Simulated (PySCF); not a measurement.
## PBE beside CCSD(T) along the fourth-period p block: bonds to H

PBE and CCSD(T) in PySCF with def2-TZVPPD on every atom, for the lowest determinant that a PBE0 search found; no spin–orbit coupling.

| molecule | state (unpaired electrons) | PBE Re (Å) | PBE ωe (cm⁻¹) | PBE De (eV) | CCSD(T) Re (Å) | CCSD(T) ωe (cm⁻¹) | CCSD(T) De (eV) |
| --- | --- | --- | --- | --- | --- | --- | --- |
| GaH | singlet (closed shell) | 1.698 | 1524 | 2.90 | 1.664 | 1621 | 3.00 |
| GeH | doublet (π ↑) | 1.617 | 1823 | 2.92 | 1.591 | 1907 | 2.93 |
| AsH | triplet (π ↑↑) | 1.546 | 2089 | 2.96 | 1.527 | 2157 | 2.83 |
| HBr | singlet (closed shell) | 1.432 | 2577 | 4.05 | ? | ? | ? |

Question: Estimate the CCSD(T) values of HBr by adding the mean shift from PBE to CCSD(T) of the other rows, and compare with the calculation.

Answer: The mean shifts are -2.6 pm, +83 cm⁻¹ and -0.01 eV, which give 1.406 Å, 2660 cm⁻¹ and 4.04 eV. CCSD(T)/def2-TZVPPD gives Re = 1.415 Å, ωe = 2676 cm⁻¹, De = 4.02 eV.

Question: What are the mean differences of PBE from CCSD(T) over the whole series?

Answer: Re +2.4 pm, ωe -87 cm⁻¹, De +0.01 eV.

In a basis of this size CCSD(T) is itself not converged; it tends to give bonds that are too long and too weak.

Correlated steps freeze 9 core orbitals. Where the molecule has an RHF reference, its open-shell atoms are computed with UHF. States were picked by a PBE0 search and need not be the measured ground states.
